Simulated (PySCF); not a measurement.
Y(F)3 anion (F₃Y), SMILES [F][Y]([F])[F] (connectivity only; charge and spin as stated), charge -1, multiplicity 2.

Geometry optimised at B3LYP-D3(BJ)/def2-SVPD. A frequency run showed that this geometry is not a minimum. The spin state was assumed, not searched. The isomer is the one that the SMILES or the coordinates give; other isomers of the formula were not compared. The def2 effective core potentials stand for the cores of Y; spin–orbit coupling is left out.

Two levels are set side by side: PBE/def2-TZVPD (PySCF) and M06-2X/def2-TZVPD (PySCF). Same geometry, gas phase. Differences are taken from unrounded values.

| quantity | M06-2X | PBE | PBE minus M06-2X |
|---|---|---|---|
| α-spin orbital gap (eV) | 3.77 | 1.43 | -2.34 |
| β-spin orbital gap (eV) | 6.70 | 5.71 | -0.99 |
| mean polarisability (bohr³) | 123.1 | 171.3 | 48.2 |

Loosely held outer electrons make PBE densities more polarisable. Differences between two approximate levels are no errors against the true value.

Rough cost on one machine, each run with all the roots and properties that it gave: M06-2X against PBE within a factor of 2.
